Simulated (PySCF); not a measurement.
Excitations are Tamm–Dancoff values on a coarser integration grid. The basis has no diffuse functions, so Rydberg states are missing or too high.

Z-matrix (Å, degrees):
```
B
C 1 1.5748
H 2 1.0929 1 114.82
H 2 1.0944 3 109.46 1 -128.11
H 2 1.1004 3 107.05 4 -113.94
C 1 1.5751 2 120.06 3 -162.63
H 6 1.0928 1 114.77 2 -12.30
H 6 1.0946 7 109.32 1 127.37
H 6 1.0999 7 107.21 8 113.84
C 1 1.5757 2 119.65 3 16.10
H 10 1.0925 1 115.10 2 167.10
H 10 1.0953 11 109.16 1 126.73
H 10 1.0994 11 107.56 12 113.68
```
Charge 0, spin multiplicity 1.

Q: What is the computed LUMO, S1 excitation (TDA), brightest of the four lowest singlets (TDA), HOMO and S1–T1 gap (TDA) (ωB97X-D3(BJ)/def2-TZVP (PySCF 2.14.0))?

A: 
- LUMO: 2.07 eV
- S1 excitation (TDA): 6.72 eV
- brightest of the four lowest singlets (TDA): 8.66 eV
- HOMO: -11.00 eV
- S1–T1 gap (TDA): 0.49 eV
